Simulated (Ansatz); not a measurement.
C4H5F, SMILES C#C[C@H](C)F.

The structure is a stationary point at PBE0-D3(BJ)/def2-SVP. The structure was generated by enumeration; whether it is a known compound was not checked.

Two levels are set side by side: PBE/def2-SVPD (Ansatz, a program for electronic structure) and CAM-B3LYP/def2-SVPD (Ansatz). Energy differences of separate SCF runs at the same geometry; the states with an electron removed or added have multiplicity 2 and 2. Differences are taken from unrounded values.

| quantity | CAM-B3LYP |
|---|---|
| vertical ionisation energy (eV) | 10.64 |
| vertical singlet–triplet gap (eV) | 5.44 |

What does PBE give, and how far is it from CAM-B3LYP? (An estimate is asked for; the answer gives what the named calculation found.)


| quantity | PBE | PBE minus CAM-B3LYP |
|---|---|---|
| vertical ionisation energy (eV) | 10.26 | -0.39 |
| vertical singlet–triplet gap (eV) | 5.40 | -0.04 |
